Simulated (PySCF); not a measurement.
This PySCF input asks for the NMR shieldings of `C[Si@H](F)C(C)(C)CS`, C₅H₁₃FSSi; the geometry comes from GFN2-xTB.

```python
import basis_set_exchange as bse
import numpy as np
from pyscf import gto, dft
from pyscf.prop import nmr

atoms = """
C     2.754135   -0.159040   -0.166824
Si    1.150439   -1.055575    0.273293
F     0.953022   -2.253413   -0.803703
C    -0.407327    0.057498    0.109707
C    -0.355410    1.208941    1.115137
C    -0.502889    0.631165   -1.307106
C    -1.622775   -0.821221    0.403528
S    -3.243389    0.034781    0.335483
H     2.946223    0.675439    0.499198
H     2.733904    0.221784   -1.184160
H     3.595299   -0.840790   -0.091532
H     1.190195   -1.747598    1.555998
H     0.479607    1.870772    0.898706
H    -1.274795    1.791121    1.067377
H    -0.244295    0.834351    2.130725
H     0.373762    1.232047   -1.537506
H    -1.377352    1.274321   -1.400803
H    -0.575519   -0.166740   -2.044217
H    -1.679013   -1.662902   -0.285325
H    -1.576830   -1.205514    1.422486
H    -3.325913    0.097515   -0.990933
"""
names = dict.fromkeys(["C", "Si", "F", "S", "H"], "pcSseg-1")
basis = {el: gto.basis.parse(bse.get_basis(n, elements=[el], fmt="nwchem")) for el, n in names.items()}
mol = gto.M(atom=atoms, basis=basis, charge=0, verbose=0)
mf = dft.RKS(mol, xc="PBE0")
mf.grids.level = 2
mf.grids.alignment = dft.numint.BLKSIZE   # the property module wants whole blocks of grid points
mf.conv_tol = 1e-9
mf.kernel()

calc = nmr.RKS(mf)   # GIAO
C = mf.mo_coeff
Co = C[:, mf.mo_occ > 0]
resp = mf.gen_response(singlet=True, hermi=2)
def vind(x):   # induced exchange potential for any number of trial vectors
    d = np.einsum("pi,xij,qj->xpq", C, 2 * x.reshape(-1, C.shape[1], Co.shape[1]), Co, optimize=True)
    return np.einsum("xpq,pi,qj->xij", resp(d - d.transpose(0, 2, 1)), C, Co, optimize=True).ravel()
mo1, _ = nmr.rhf.solve_mo1(calc, with_cphf=vind)
sigma = calc.kernel(mo1)
for i, s in enumerate(sigma):   # ppm
    print("%2d %-2s %9.2f" % (i, mol.atom_pure_symbol(i), np.trace(s) / 3))
```

Question: What are the results?

Answer: 
```
 0 C     190.87
 1 Si    320.38
 2 F     383.15
 3 C     160.47
 4 C     167.88
 5 C     167.03
 6 C     146.24
 7 S     668.92
 8 H      31.78
 9 H      31.23
10 H      31.24
11 H      26.76
12 H      31.37
13 H      29.56
14 H      31.42
15 H      30.96
16 H      30.38
17 H      30.94
18 H      28.53
19 H      29.44
20 H      30.43
```

These numbers come from an equivalent density-fitted implementation of the same equations, which agrees with the script to about 0.01 ppm for H and up to a few tenths of a ppm for heavy atoms, so last digits may differ.

Question: Turn these shieldings into chemical shifts. References, each an isolated molecule treated in the same way: TMS for ¹³C (186.93 ppm) and ²⁹Si (349.16 ppm) and ¹H (31.72 ppm); ¹⁹F (170.95 ppm) against CFCl3; ³³S (503.73 ppm) vs CS2.

Answer: Averaging equivalent atoms: C 6: 40.7; C 3: 26.5; C 5: 19.9; C 4: 19.0; C 0: -3.9; Si 1: 28.8; F 2: -212.2; S 7: -165; H 11: 4.96; H 18: 3.19; H 19: 2.28; H 20: 1.29; H 15/16/17: 0.96; H 12/13/14: 0.93; H 8/9/10: 0.30 ppm. Unscaled 19F shifts against computed CFCl3 carry errors that often reach 10 to 50 ppm.

Size and cost of the density-fitted run: 215 basis functions, 83 s wall time on 1 thread of an Arm Neoverse N1, shared host; peak memory 1 GiB.
